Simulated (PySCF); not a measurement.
A survey of ²⁹Si NMR shifts

Level of theory: GFN2-xTB geometry, shielding tensors at PBE0/pcSseg-1 (GIAO), in PySCF (no relativistic terms, one conformer, isolated molecule, fast rotation and ring inversion assumed for equivalent nuclei).

Shieldings were converted by a linear fit to measured shifts: ²⁹Si (scatter 8.9 ppm rms, 25.8 ppm with the 6 outliers that the fit left out vs TMS, solution or neat liquid). A few per cent of atoms miss by over 2 rms, more outside the fitted compound classes.

Q: Give the ²⁹Si shifts of `N[SiH2][Si@@H](P)C(F)(F)F`, `F/C=C/C[SiH2]CO[SiH3]`, `F/C=C/C[SiH2]CO[SiH3]`, `O=C(CC[SiH3])C[SiH2]F`, `C=C([SiH2]C([SiH3])[SiH3])C(=O)O`.

A: 
```tsv
compound	environment	δ (ppm)
[NH2:1][SiH2:2][Si@@H:3]([PH2:4])[C:5]([F:6])([F:7])[F:8]	Si3: silicon bonded to C, P, Si, H	-44.6
[NH2:1][SiH2:2][Si@@H:3]([PH2:4])[C:5]([F:6])([F:7])[F:8]	Si2: silicon bonded to N, Si, 2 H	-50.0
[F:1]/[CH:2]=[CH:3]/[CH2:4][SiH2:5][CH2:6][O:7][SiH3:8]	Si8: silicon bonded to O, 3 H	-33.5
[F:1]/[CH:2]=[CH:3]/[CH2:4][SiH2:5][CH2:6][O:7][SiH3:8]	Si5: silicon bonded to 2 C, 2 H	-44.4
[F:1]/[CH:2]=[CH:3]/[CH2:4][SiH2:5][CH2:6][O:7][SiH3:8]	Si8: silicon bonded to O, 3 H	-33.5
[F:1]/[CH:2]=[CH:3]/[CH2:4][SiH2:5][CH2:6][O:7][SiH3:8]	Si5: silicon bonded to 2 C, 2 H	-44.4
[O:1]=[C:2]([CH2:3][CH2:4][SiH3:5])[CH2:6][SiH2:7][F:8]	Si7: silicon bonded to C, F, 2 H	1.6
[O:1]=[C:2]([CH2:3][CH2:4][SiH3:5])[CH2:6][SiH2:7][F:8]	Si5: silicon bonded to C, 3 H	-69.2
[CH2:1]=[C:2]([SiH2:3][CH:4]([SiH3:5])[SiH3:6])[C:7](=[O:8])[OH:9]	Si3: silicon bonded to 2 C, 2 H	-35.6
[CH2:1]=[C:2]([SiH2:3][CH:4]([SiH3:5])[SiH3:6])[C:7](=[O:8])[OH:9]	Si5/6: silicon bonded to C, 3 H (×2)	-62.5
```

Q: Match the shifts -15.9, -43.4, -115.3 ppm to `N#CC1=C[SiH2][C@H]2C[C@@H]1C2`, `c1ccc([C@@H]2C[SiH2]2)nc1`, `C#CC[Si@H]1C[C@@H](C#N)C1`.

A: -15.9: C#CC[Si@H]1C[C@@H](C#N)C1 (silicon bonded to 3 C, H, in a 4-membered ring); -43.4: N#CC1=C[SiH2][C@H]2C[C@@H]1C2 (silicon bonded to 2 C, 2 H, in a 6-membered ring); -115.3: c1ccc([C@@H]2C[SiH2]2)nc1 (silicon bonded to 2 C, 2 H, in a 3-membered ring).
